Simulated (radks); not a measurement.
Effect of the nuclear size on the calcium ion Ca+, [Ar] 4s1. Method: Dirac Kohn-Sham, LDA (Slater exchange, Perdew-Wang correlation), spin-unpolarised, spherical densities, finite nucleus; Fermi nuclear charge, rms radius 3.4776 fm; computed with a radial shooting solver on a logarithmic mesh with Libxc functionals. The rms radius is varied about that value; shifts are against it.

| rms radius (fm) | total energy shift (eV) | density at nucleus (e/bohr^3) | 1s1/2 shift (meV) | 2s1/2 shift (meV) |
|---|---|---|---|---|
| 2.9108 | -0.00899 | 6149 | -3.80 | -0.299 |
| 3.2863 | -0.00321 | 6130 | -1.35 | -0.107 |
| 3.4776 | 0 | 6121 | 0.000 | 0.000 |
| 3.8184 | 0.00615 | 6106 | 2.60 | 0.205 |
| 3.961 | 0.00889 | 6100 | 3.76 | 0.296 |

Slopes of the eigenvalues against <r^2> in GHz/fm^2, as finite differences over the two radii next to the reference (eigenvalue slopes, not the field-shift constants of lines): 1s1/2 253, 2s1/2 19.9.
